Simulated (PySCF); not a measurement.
Computed with PBE-D3(BJ)/def2-TZVP // PBE0-D3(BJ)/def2-TZVP in PySCF 2.14.0. Gas-phase values, no solvent. One relaxed conformer stands for a flexible species; it need not be the lowest. Delta-SCF ions had no search for a lower state. 

Reference species (SMILES): `C=CCS` (C–C–C–S torsion -119°, C–C–S–H torsion 57°) (neutral, multiplicity 1).

The LUMO comes out as -1.13 eV and the vertical ionisation energy (Delta-SCF) comes out as 8.81 eV.

Changed species: `SC1CC1` (H–S–C–C torsion 37°).

Question: What does the change do to the LUMO and vertical ionisation energy (Delta-SCF)?

Answer: the LUMO goes up by 0.64 eV, to -0.49 eV; the vertical ionisation energy (Delta-SCF) falls by 0.25 eV, to 8.56 eV.
